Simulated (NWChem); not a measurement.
**Correlation energy of GeSe**

```
Ge
Se 1 2.1689
```
Charge 0, spin multiplicity 1.

Program: NWChem. Structure: optimised with PBE/def2-SVP, a minimum by its harmonic frequencies.

Basis set: def2-TZVP. Each correlation energy counts from its own Hartree-Fock reference.

The Hamiltonian is non-relativistic. The correlated methods keep 18 core orbitals frozen. The structure started from a generated list of species. Coupled-cluster values serve here as a point of comparison, not as the truth.

Q: Order these methods by the correlation energy they give, lowest first: MP2, SCS-MP2, CR-CCSD[T], CR-CCSD(T), CCSD+T(CCSD).

A: CCSD+T(CCSD) (-512.0 mHa), CR-CCSD[T] (-505.5 mHa), CR-CCSD(T) (-503.7 mHa), MP2 (-485.5 mHa), SCS-MP2 (-450.9 mHa)
